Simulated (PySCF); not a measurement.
HCl2OZr, doublet, at a GFN2-xTB geometry (such geometries of metal compounds can be far from the true shape) (the multiplicity is a formal guess) (core potentials on Zr); BLYP/def2-SVP (PySCF).

Here is a job for PySCF.
```python
from pyscf import gto, scf, dft

mol = gto.M(
    atom='''
Zr    0.27320782   -0.10491578    0.18567187
Cl   -1.68830547   -1.18329808   -0.07459920
Cl    0.09185811    1.79635712   -1.01034545
O     1.71735808   -0.65949052    1.16711550
H     2.47242749   -0.94944817    1.68026021
''',
    basis='def2-svp',
    ecp={'Zr': 'def2-svp'},
    spin=1,
    verbose=4,
)

mf = dft.UKS(mol)
mf.xc = 'blyp'
mf.diis = False
mf.damp = 0.3
mf.diis_start_cycle = 200
mf.max_cycle = 150
mf.kernel()
mf.analyze()
```

### Question
What does PySCF print? Leave out banner, timings and long lists.

### Answer

```
PySCF version 2.14.0

[INPUT] verbose = 4
[INPUT] num. atoms = 5
[INPUT] num. electrons = 55
[INPUT] charge = 0
[INPUT] spin (= nelec alpha-beta = 2S) = 1
[INPUT] symmetry False subgroup None
[INPUT] Mole.unit = angstrom
[INPUT] Symbol           X                Y                Z      unit          X                Y                Z       unit  Magmom
[...]
nuclear repulsion = 216.053911994379
number of shells = 36
number of NR pGTOs = 160
number of NR cGTOs = 86
basis = def2-svp
ecp = {'Zr': 'def2-svp'}

******** <class 'pyscf.dft.uks.UKS'> ********
method = UKS
initial guess = minao
damping factor = 0.3
level_shift factor = 0
DIIS disabled
SCF conv_tol = 1e-09
SCF conv_tol_grad = None
SCF max_cycles = 150
direct_scf = True
direct_scf_tol = 1e-13
number electrons alpha = 28  beta = 27
XC library pyscf.dft.libxc version 7.1.2
    S. Lehtola, C. Steigemann, M. J. T. Oliveira, and M. A. L. Marques,  SoftwareX 7, 1–5 (2018)
XC functionals = blyp
    A. D. Becke,  Phys. Rev. A 38, 3098 (1988)
    C. Lee, W. Yang, and R. G. Parr,  Phys. Rev. B 37, 785 (1988)
    B. Miehlich, A. Savin, H. Stoll, and H. Preuss,  Chem. Phys. Lett. 157, 200 (1989)
radial grids:
    Treutler-Ahlrichs [JCP 102, 346 (1995); DOI:10.1063/1.469408] (M4) radial grids

becke partition: Becke, JCP 88, 2547 (1988); DOI:10.1063/1.454033
pruning grids: <function nwchem_prune>
grids dens level: 3
symmetrized grids: False
atomic radii adjust function: <function treutler_atomic_radii_adjust>
small_rho_cutoff = 0
Set gradient conv threshold to 3.16228e-05
tot grids = 84040
init E= -1037.2460400241

cycle= 1 E= -1041.5461663791  delta_E= -4.3  |g|= 1.71  |ddm|=  3.3
cycle= 2 E= -1041.35479472677  delta_E= 0.191  |g|=  1.6  |ddm|= 4.61
cycle= 3 E= -1031.28383618361  delta_E= 10.1  |g|= 4.11  |ddm|= 5.91
cycle= 4 E= -1005.59572722675  delta_E= 25.7  |g|= 7.19  |ddm|= 10.7

cycle= 5 E= -987.239580191813  delta_E= 18.4  |g|= 5.97  |ddm|= 13.7

cycle= 6 E= -956.078852533731  delta_E= 31.2  |g|= 7.51  |ddm|= 12.6
cycle= 7 E= -984.011740157038  delta_E= -27.9  |g|=    6  |ddm|= 13.1
cycle= 8 E= -969.259491308849  delta_E= 14.8  |g|= 7.62  |ddm|= 14.1
cycle= 9 E= -983.817248103449  delta_E= -14.6  |g|= 6.11  |ddm|= 13.8
cycle= 10 E= -960.889970203533  delta_E= 22.9  |g|= 7.74  |ddm|= 12.9
cycle= 11 E= -984.203960810885  delta_E= -23.3  |g|=  6.1  |ddm|=   13

cycle= 12 E= -956.596129265925  delta_E= 27.6  |g|=  7.4  |ddm|= 15.2
cycle= 13 E= -985.064839374454  delta_E= -28.5  |g|= 6.36  |ddm|=   16
[...]
SCF not converged.
Total Energy =                        -953.433062700176151
[...]
spin_pop of  0 Zr 5dxy     -0.00001
spin_pop of  0 Zr 5dyz      0.07576
spin_pop of  0 Zr 5dz^2     0.01990
spin_pop of  0 Zr 5dxz      0.00057
spin_pop of  0 Zr 5dx2-y2    0.02014
spin_pop of  0 Zr 4f-3      0.00109
spin_pop of  0 Zr 4f-2      0.00018
spin_pop of  0 Zr 4f-1      0.00006
spin_pop of  0 Zr 4f+0      0.00017
spin_pop of  0 Zr 4f+1      0.00270
spin_pop of  0 Zr 4f+2      0.00036
spin_pop of  0 Zr 4f+3      0.00011
spin_pop of  1 Cl 1s        0.00000
spin_pop of  1 Cl 2s       -0.00000
spin_pop of  1 Cl 3s        0.00038
spin_pop of  1 Cl 4s        0.00037
spin_pop of  1 Cl 2px       0.00000
spin_pop of  1 Cl 2py       0.00000
spin_pop of  1 Cl 2pz       0.00000
spin_pop of  1 Cl 3px      -0.00000
spin_pop of  1 Cl 3py       0.00032
spin_pop of  1 Cl 3pz       0.00089
spin_pop of  1 Cl 4px       0.00153
spin_pop of  1 Cl 4py       0.00229
spin_pop of  1 Cl 4pz       0.01479
spin_pop of  1 Cl 3dxy     -0.00006
spin_pop of  1 Cl 3dyz      0.01056
spin_pop of  1 Cl 3dz^2     0.00111
spin_pop of  1 Cl 3dxz      0.01325
spin_pop of  1 Cl 3dx2-y2    0.01082
spin_pop of  2 Cl 1s        0.00000
spin_pop of  2 Cl 2s        0.00000
spin_pop of  2 Cl 3s        0.00011
spin_pop of  2 Cl 4s        0.00186
spin_pop of  2 Cl 2px       0.00000
spin_pop of  2 Cl 2py       0.00000
spin_pop of  2 Cl 2pz       0.00000
spin_pop of  2 Cl 3px       0.00691
spin_pop of  2 Cl 3py       0.01252
spin_pop of  2 Cl 3pz       0.05318
spin_pop of  2 Cl 4px       0.05331
spin_pop of  2 Cl 4py       0.11808
spin_pop of  2 Cl 4pz       0.32750
spin_pop of  2 Cl 3dxy     -0.00005
spin_pop of  2 Cl 3dyz      0.00214
spin_pop of  2 Cl 3dz^2    -0.00006
spin_pop of  2 Cl 3dxz      0.00335
spin_pop of  2 Cl 3dx2-y2    0.00196
spin_pop of  3 O 1s       -0.00000
spin_pop of  3 O 2s        0.00074
spin_pop of  3 O 3s        0.00007
spin_pop of  3 O 2px       0.00056
spin_pop of  3 O 2py       0.00004
spin_pop of  3 O 2pz       0.00020
spin_pop of  3 O 3px       0.00018
spin_pop of  3 O 3py       0.00087
spin_pop of  3 O 3pz       0.00009
spin_pop of  3 O 3dxy      0.00000
spin_pop of  3 O 3dyz      0.00000
spin_pop of  3 O 3dz^2     0.00001
spin_pop of  3 O 3dxz      0.00001
spin_pop of  3 O 3dx2-y2    0.00001
spin_pop of  4 H 1s        0.00005
spin_pop of  4 H 2s        0.00059
spin_pop of  4 H 2px       0.00001
spin_pop of  4 H 2py       0.00000
spin_pop of  4 H 2pz       0.00002
In total            28.00000 | 27.00000
Dipole moment(X, Y, Z, Debye): 96.68605, -150.25401, 131.96301
```

Convergence was not reached.
